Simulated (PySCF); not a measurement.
Fill in the blanks.

C3H7FSi.
InChI=1S/C3H7FSi/c4-3-1-5-2-3/h3H,1-2,5H2

| property | level | value |
| --- | --- | --- |
| point group | PBE0-D3(BJ)/def2-SVP | ? |
| rotational constants A, B, C | PBE0-D3(BJ)/def2-SVP | ? |
| dipole moment | CAM-B3LYP/def2-SVPD | ? |
| HOMO energy | CAM-B3LYP/def2-SVPD | -9.88 eV |
| LUMO energy | CAM-B3LYP/def2-SVPD | 1.09 eV |
| lowest singlet excitation | TDDFT CAM-B3LYP/def2-SVPD | 7.74 eV (160 nm, f = 0.019) |
| strongest line among the 10 lowest singlet transitions | TDDFT CAM-B3LYP/def2-SVPD | S2 at 7.92 eV (157 nm, f = 0.122) |
| lowest triplet excitation (Tamm–Dancoff) | TDA CAM-B3LYP/def2-SVPD | 6.95 eV |
| static isotropic polarisability | CAM-B3LYP/def2-SVPD | 61.7 au |
| vertical ionisation energy | ΔSCF CAM-B3LYP/def2-SVPD | 10.74 eV |
| electronic spatial extent ⟨r²⟩ about the centre of nuclear charge | CAM-B3LYP/def2-SVPD | ? |
| 13C chemical shifts (computed TMS as zero) by class | GIAO PBE/pcSseg-2 | 94.0 (1 C), 23.4 (2 C) ppm |
| 1H chemical shifts (computed TMS as zero) by class | GIAO PBE/pcSseg-2 | 5.18 (1 H), 4.52 (1 H), 4.29 (1 H), 1.79 (2 H), 1.55 (2 H) ppm |
| isotropic shieldings of nuclei other than C and H, by class | GIAO PBE/pcSseg-2 | 300 (1 F), 393 (1 Si) ppm |
| core binding energies | ΔSCF SCAN, pcX-2 on the ionised atom, pcseg-1 elsewhere, spin-free X2C, 2p3/2 from a spin–orbit splitting computed afterwards within the 2p shell | ? |

The electronic properties come from PySCF, for the isolated species, density fitting. One conformer (not necessarily the lowest) at the PBE0-D3(BJ)/def2-SVP geometry, without solvent, vibrations or thermal averaging.

(1) Give the electronic spatial extent ⟨r²⟩ about the centre of nuclear charge.

(2) Give the point group.

(3) The core binding energies?

(4) Give the rotational constants A, B, C.

(5) The dipole moment?

## Answers

(1) 544 bohr².

(2) Cs.

(3) Si2p3/2 106.8, C1s 290.3 (×2), C1s 293.0, F1s 691.9, Si1s 1846.6 eV.

(4) 8.819, 2.823, 2.346 GHz.

(5) 1.79 D.

The polarisability is 9.15 Å³ as a volume (1 au = 0.148185 Å³), or 1.29 au for each of the 48 electrons. The 10 singlets span 7.74 to 9.00 eV, and their oscillator strengths add up to 0.44. The dipole equals about 6.0 × 10⁻³⁰ C·m (1 D = 3.33564 × 10⁻³⁰ C·m).

For the core-ionisation job (SCAN ΔSCF), the run took 35 s wall on one thread of an Arm Neoverse V1 (shared host).
